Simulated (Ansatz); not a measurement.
Geometry optimisation, Ansatz, RKS B3LYP-D4/def2-SVP.

Input file:

```yaml
crystal:
  periodic: [false, false, false]
  atoms:
    - { symbol: In, position_ang: [0.019699, -0.674605, -0.55661] }
    - { symbol: Cl, position_ang: [-0.004839, 0.044873, 3.002311] }
    - { symbol: Cl, position_ang: [2.05148, 0.308503, -1.15929] }
    - { symbol: Cl, position_ang: [-2.039126, 0.24782, -1.163489] }
    - { symbol: Br, position_ang: [0.073532, -2.97456, 0.637157] }
    - { symbol: H, position_ang: [0.089754, -1.27183, 2.795821] }
basis:
  gaussian: { orbitals: def2-SVP }
hamiltonian:
  xc: b3lyp
  dispersion: d4
relax:
  f_tol: 0.03
  max_steps: 50
```

Run as:

```bash
$ ansatz run input.yaml --threads 4 --pin off --max-ram 5120MiB --backend cpu --events-out ev --progress --plain --runs-dir out
```

Where does it end, and by what steps?

The run converged. After 8 steps the energy has fallen by 0.239 eV; Cl2 moved furthest, 0.51 Å. Joined: In1–Cl2 (3.63 → 2.87 Å).

| step | energy less start (eV) | largest force component (eV/Å) | accepted |
| --- | --- | --- | --- |
| 0 | 0.0000 | 1.046 | yes |
| 1 | -0.1171 | 0.756 | yes |
| 2 | -0.2004 | 0.816 | yes |
| 3 | -0.2088 | 0.707 | yes |
| 4 | -0.1037 | 1.097 | no |
| 5 | -0.2343 | 0.424 | yes |
| 6 | -0.2381 | 0.208 | yes |
| 7 | -0.2391 | 0.030 | yes |
| 8 | -0.2392 | 0.008 | yes |

```xyz
6
Properties=species:S:1:pos:R:3
In 0.028 -0.677 -0.267
Cl 0.021 0.074 2.498
Cl 2.037 0.311 -0.964
Cl -2.022 0.232 -0.952
Br 0.077 -3.039 0.592
H 0.049 -1.221 2.648
```

Whether the end is a true minimum wasn't checked by a vibrational analysis.

Time of the run: 25 s on 4 threads of Arm Neoverse V1 (shared host), peak memory 0.35 GiB.
